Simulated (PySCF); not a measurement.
## The second ionisation energy along group 16

All values are computed (PySCF 2.14, energy differences of UHF-based or UKS calculations, no spin-orbit coupling). Values in eV. The last column holds reference values (NIST; (s) semi-empirical, (t) theoretical, else measured). Unmarked ones compare directly (S terms, centres of terms, or small fine structure); those marked * lie between the lowest fine-structure levels and include a spin-orbit shift.

```json
{"element": "O (6-31G*, non-relativistic)", "configurations": "[He] 2s2 2p3 → [He] 2s2 2p2", "UHF": "34.661", "MP2 (valence)": "35.033", "SCS-MP2 (valence)": "34.860", "CCSD (valence)": "34.851", "CCSD(T) (valence)": "34.853", "reference": "35.121 *"}
{"element": "S (6-31G*, non-relativistic)", "configurations": "[Ne] 3s2 3p3 → [Ne] 3s2 3p2", "UHF": "22.748", "MP2 (valence)": "23.072", "SCS-MP2 (valence)": "22.937", "CCSD (valence)": "22.976", "CCSD(T) (valence)": "22.977", "reference": "23.338 *"}
{"element": "Se (6-31G*, non-relativistic)", "configurations": "[Ar] 3d10 4s2 4p3 → [Ar] 3d10 4s2 4p2", "UHF": "20.889", "MP2 (valence)": "21.221", "SCS-MP2 (valence)": "21.103", "CCSD (valence)": "21.160", "CCSD(T) (valence)": "21.163", "reference": "21.196 ± 0.01 *"}
```

"Valence" correlates the outer s and p shells and, in groups 3 to 12 and the f block, the outer d or f shell, open or full, or the next shell where the ion has no valence electron left; the wider scheme adds the next inner shell.
